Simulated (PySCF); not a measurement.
Cadmium: highly charged ions in a basis for the neutral atom

Cd¹¹⁺ [Kr] 4d1, Cd¹²⁺ [Kr]. Computed with PySCF 2.14 in def2-TZVP with the def2 core potential (28 electrons) (6s4p3d1f, 40 functions), with scalar relativity through the core potential. No spin-orbit coupling, so a gap to NIST mixes the basis error with missing relativistic terms.

Changed run: basis of the neutral atom used for a highly charged ion. This setting is unsound on purpose.

```
species  method  sound run (hartree)  changed run (hartree)  converged
  Cd¹¹⁺     UHF              not run             -129.28633        yes
  Cd¹¹⁺    MN15              not run             -129.44189        yes
  Cd¹¹⁺     PBE              not run             -129.69374        yes
  Cd¹²⁺     UHF              not run             -121.25600        yes
  Cd¹²⁺    MN15              not run             -121.42963        yes
  Cd¹²⁺     PBE              not run             -121.62616        yes
```

Ionisation energy of Cd¹¹⁺:

```tsv
method	changed run (eV)	NIST (eV)
UHF	218.52	218 ± 2.5
MN15	218.02	218 ± 2.5
PBE	219.53	218 ± 2.5
```

The contracted functions were made for the neutral atom and can be too rigid for a highly charged ion.
